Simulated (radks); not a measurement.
All-electron atom: Yb LXIV in [He] 2s2 2p3.

Method: non-relativistic Kohn-Sham, exchange-only LDA, spin-polarised, spherical densities, point nucleus; open shells are filled with parallel spins first (spin-orbit coupling, left out, can overturn this in heavy ions); relativity is left out, which matters for an element this heavy; computed with a radial shooting solver on a logarithmic mesh with Libxc functionals.

Energy parts (eV):
part                  energy
total             -208288.28
kinetic            208288.28
electron-nucleus  -424819.10
Hartree             10398.48
exchange            -2155.93

Orbitals (lengths in bohr, moments of r in powers of bohr):
orbital  occ.  eigenvalue (eV)      <r>
1s up       1        -62949.03  0.02163
1s down     1        -62892.90  0.02161
2s up       1        -14709.75  0.08874
2s down     1        -14627.56  0.08896
2p up       3        -14476.40  0.07471
2p down     0        -14374.17  0.07494

The highest occupied level is 2p up at -14476.4 eV. Summed over all electrons, <r^2> = 0.03984 bohr^2, which gives a Langevin (diamagnetic) susceptibility term of -0.0316 x 10^-6 cm^3/mol.
